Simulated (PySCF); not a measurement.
Geometry:
```tsv
atom	x (Å)	y (Å)	z (Å)
N1	3.596	-0.597	-0.141
C2	2.456	-0.494	-0.106
C3	1.046	-0.307	-0.057
C4	0.535	0.984	0.093
C5	-0.841	1.135	0.138
C6	-1.642	0.008	0.034
C7	-1.026	-1.229	-0.114
N8	0.279	-1.390	-0.158
H9	1.202	1.828	0.169
H10	-1.279	2.116	0.251
H11	-2.717	0.084	0.067
H12	-1.607	-2.138	-0.203
```

Calculated, not measured (PySCF): shieldings: GIAO PBE0/pcSseg-1, GFN2-xTB structure. No solvent model, non-relativistic Hamiltonian, one conformer.

Chemical shifts δ = σref − σ; ¹³C against TMS, all at this level.

Question: Do the ¹³C shifts follow the atomic charges (in e)? Tabulate both.

Answer: 
```tsv
atoms	hybridisation	δ (ppm)	σ para (ppm)	Hirshfeld	IAO	Mulliken	ESP-fitted
C7	sp2	156.2	-218	+0.03	-0.00	+0.16	+0.47
C5	sp2	142.5	-207	-0.02	-0.12	-0.00	+0.29
C3	sp2	140.0	-206	+0.07	+0.09	+0.10	+0.71
C4	sp2	137.0	-204	-0.03	-0.16	-0.05	-0.64
C6	sp2	130.8	-200	-0.04	-0.17	-0.16	-0.55
C2	sp	123.0	-195	+0.08	+0.14	+0.16	+0.17
```

Correlation coefficients of δ with charge over these carbons: Hirshfeld -0.11, IAO -0.16, Mulliken +0.26, ESP-fitted +0.43; with the paramagnetic shielding -1.00. Among the 5 sp2 carbons alone: Hirshfeld +0.48, IAO +0.51, Mulliken +0.88, ESP-fitted +0.65. With so few points, grouped by hybridisation, these coefficients are fragile. Charge is one influence among several: hybridisation and low-lying excitations act through the paramagnetic term.

Shifts are as computed. Against solution values, carbons near 30 ppm lie about +3 ppm off and those near 130 ppm about +5 ppm. Of 1211 compounds with measured shifts, 218 miss one by over three times the rms of a fit or turn the order of signals round; such compounds aren't used in these exercises.
